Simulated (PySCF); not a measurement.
[LuCl4]− at several levels of theory

Computed with PySCF 2.14.0 (density fitting, no spin-orbit coupling) at the geometry relaxed with PBE0:

```xyz
5
[LuCl4]− (singlet in the valence; each metal's 4f electrons, 14 of them, lie in its core potential, out of spins and levels)
Lu    0.0000    0.0000    0.0000
Cl    1.4303    1.4303    1.4303
Cl   -1.4303   -1.4303    1.4303
Cl    1.4303   -1.4303   -1.4303
Cl   -1.4303    1.4303   -1.4303
```

| level | basis | state | HOMO (eV) | gap (eV) | charge on Lu1 (e) | population of f-type functions on Lu1 (polarisation alone where 4f lies in the core) | dipole about the centre of mass (D) | largest force component (eV/Å) |
| --- | --- | --- | --- | --- | --- | --- | --- | --- |
| PBE0 | Lu lcecp-1-SVP with ECP60, Cl def2-SVP | singlet | -4.48 | 8.15 | 0.67 | 0.05 | 0.00 | 0.01 |
| PBE0 | Lu lcecp-1-TZVP with ECP60, Cl def2-TZVP | singlet | -4.73 | 8.26 | 1.25 | 0.06 | 0.00 | 0.00 |

In the lcecp rows the 4f levels are missing from HOMO and gap, and the state counts the valence alone.

Charges are Mulliken's, which hang on the basis. The relaxation used the grid (50, 194), these runs (75, 302) or, all-electron (x2c bases, spin-free X2C Hamiltonian), (99, 590).

**Question.** A further run in the first row's basis gives HOMO (eV) -3.02, gap (eV) 6.12, charge on Lu1 (e) 0.46, population of f-type functions on Lu1 (polarisation alone where 4f lies in the core) 0.04, dipole about the centre of mass (D) 0.00, largest force component (eV/Å) 0.04. Which level was it?
A. PBE
B. M06-L

**Answer.** A. The others give HOMO -3.41 eV (M06-L).

In the first row's basis the gap widens with exact exchange: 6.1 to 7.1 eV for PBE, M06-L (none); 8.2 eV for PBE0 (a fixed share).

An lcecp potential fixes the number of 4f electrons, so in runs with it no electron can move into or out of that shell.
